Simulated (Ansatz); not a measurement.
Geometry optimisation, RKS PBE0-D4/def2-SVP in Ansatz.

input.yaml

```yaml
crystal:
  periodic: [false, false, false]
  atoms:
    - { symbol: Sn, position_ang: [0.298239, -0.016904, -0.123715] }
    - { symbol: H, position_ang: [0.219552, -0.076792, 1.603755] }
    - { symbol: H, position_ang: [1.917649, 0.088038, -0.668524] }
    - { symbol: H, position_ang: [-0.585584, 1.349667, -0.648981] }
    - { symbol: H, position_ang: [-0.42104, -1.435497, -0.750811] }
    - { symbol: P, position_ang: [-3.010758, 0.225481, 1.447413] }
    - { symbol: H, position_ang: [-3.002987, -0.832993, 0.485249] }
    - { symbol: H, position_ang: [-3.474734, -0.63778, 2.493493] }
    - { symbol: H, position_ang: [-1.640838, 0.024681, 1.782322] }
basis:
  gaussian: { orbitals: def2-SVP }
hamiltonian:
  xc: pbe0
  dispersion: d4
relax:
  f_tol: 0.03
  max_steps: 50
output:
  orbitals: {}
```

Run as:

```bash
$ ansatz run input.yaml --threads 1 --pin off --max-ram 2048MiB --backend cpu --events-out ev --progress --plain --runs-dir out
```

Q: Where does it end, and by what steps?

A: It converged. After 10 steps the energy has fallen by 0.171 eV; H9 moved furthest, 0.70 Å.

| step | energy less start (eV) | largest force component (eV/Å) | accepted |
| --- | --- | --- | --- |
| 0 | 0.0000 | 0.394 | yes |
| 1 | -0.1035 | 0.147 | yes |
| 2 | -0.1564 | 0.041 | yes |
| 3 | -0.1621 | 0.156 | yes |
| 4 | -0.1658 | 0.049 | yes |
| 5 | -0.1674 | 0.093 | yes |
| 6 | -0.1665 | 0.244 | no |
| 7 | -0.1690 | 0.077 | yes |
| 8 | -0.1696 | 0.128 | yes |
| 9 | -0.1697 | 0.114 | yes |
| 10 | -0.1713 | 0.007 | yes |

```xyz
9
Properties=species:S:1:pos:R:3
Sn 0.514 -0.079 -0.185
H 0.849 -0.151 1.492
H 1.973 0.144 -1.052
H -0.543 1.230 -0.495
H -0.228 -1.539 -0.679
P -3.443 0.210 1.547
H -2.964 -0.628 0.494
H -3.721 -0.899 2.404
H -2.138 0.402 2.094
```

Whether the end is a true minimum wasn't checked by a vibrational analysis.

Run time: 42 s on 1 thread of AMD EPYC 7R43 64-Core Processor (Zen 3) (shared host), peak memory 0.17 GiB.
